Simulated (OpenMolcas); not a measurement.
# Ir3+: moving or changing the point charges

Ir3+ among 6 point charges of -1.5 e arranged as a tetragonal octahedron (D4h), 1.93 Å from the ion, with the axial distance 1.776 Å.

- Program: OpenMolcas 26.06
- Method: SS-CASPT2, IPEA 0.25 Eh, imaginary shift 0.1 Eh (closed shells correlated: 5s 5p)
- Basis: ANO-RCC-VTZP [8s7p5d3f1g]
- Scalar Hamiltonian: DKH2, point nucleus
- Active space: 6 electrons in 5 orbitals (5d)
- State averaging: 2S+1 = 5 even, 5 roots; 2S+1 = 3 even, 45 roots; 2S+1 = 1 even, 50 roots
- Spin-orbit coupling: state interaction with AMFI integrals over the reference wave functions

Runs around this geometry, states (labels of D4, the rotations of D4h). Energies in cm-1 above the lowest state or level, χT in cm3 K/mol.

| R (Å) | q (e) | Ground state | First state of that spin | First gap with spin-orbit (degeneracies) | χT at 300 K | First state of another spin |
| --- | --- | --- | --- | --- | --- | --- |
| 1.93 | -1.2 | 5B2 | 5E 1380 | 490 (1, 1) | 2.567 | 3E 9620 |
| 1.93 | -1.5 | 5B2 | 5E 1690 | 810 (1, 1) | 1.555 | 1A1 6840 |
| 2.15 | -1.5 | 5B2 | 5E 1610 | 290 (1, 1) | 3.505 | 3E 11830 |

Taking the first state of the same spin as R^-n, n = -ln(1610 / 1690) / ln(2.15 / 1.93) = 0.4 between the shortest and longest distance.

Scaling the charges by -1.2 / -1.5 = 0.80 scales the first state of the same spin by 1380 / 1690 = 0.82; with fixed orbitals a first-order splitting would follow the charge.

Over all roots computed the reference weight is 0.84 to 0.94 in R = 1.93 in q = -1.5; the roots of lowest weight are the least certain, and an intruder state may touch them. This shell can be high or low spin here, a state of another spin lies low, and with metal d orbitals alone active their balance is uncertain, so the ground spin may be wrong. Point charges give a weaker field than real ligands, and real ions of this kind are as a rule low spin; the high spin found here belongs to the model. Free-ion shares, where given, are those of the reference states; single-state CASPT2 does not remix them. Spin-orbit coupling mixes the spin-free states strongly: the lowest level takes only 58 % from its leading state, 5B2 (figures for R = 1.93, q = -1.2; the like holds for R = 1.93, q = -1.5, R = 2.15, q = -1.5). Point charges carry no covalency, so the field is a model and not that of real ligands. No measured value stands beside these numbers.
